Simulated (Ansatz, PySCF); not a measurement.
The PySCF input:
```python
from pyscf import gto, scf, cc

mol = gto.Mole()
mol.atom = '''
    O    -0.03219574    0.01611315    0.66978750
    C     0.02502329   -0.01252352   -0.52057460
    H     0.02949294    0.89965871   -1.14088032
    H     0.07793327   -0.95342279   -1.09397208
'''
mol.basis = 'aug-cc-pvdz'
mol.verbose = 4
mol.build()

mf = scf.RHF(mol)
mf.kernel()

mycc = cc.CCSD(mf, frozen=2)
mycc.kernel()
et = mycc.ccsd_t()
print('E(CCSD(T)) = %.10f' % (mycc.e_tot + et))
```

**Question.** Give the equivalent Ansatz (an electronic-structure program) input.

**Answer.** Several could match; the one computed here: 
Ansatz 0.2 input:
```yaml
crystal:
  periodic: [false, false, false]
  atoms:
    - {symbol: O, position_ang: [-0.03219574, 0.01611315, 0.66978750]}
    - {symbol: C, position_ang: [0.02502329, -0.01252352, -0.52057460]}
    - {symbol: H, position_ang: [0.02949294, 0.89965871, -1.14088032]}
    - {symbol: H, position_ang: [0.07793327, -0.95342279, -1.09397208]}
basis:
  gaussian:
    orbitals: aug-cc-pVDZ
magnetization: {spin_polarized: false}
correlation: {method: ccsd_t, electrons: outside_noble_gas}
accuracy: high
```

Both were run: PySCF gave -114.243484 Eh and Ansatz -114.243484 Eh, 0.000 mEh apart.
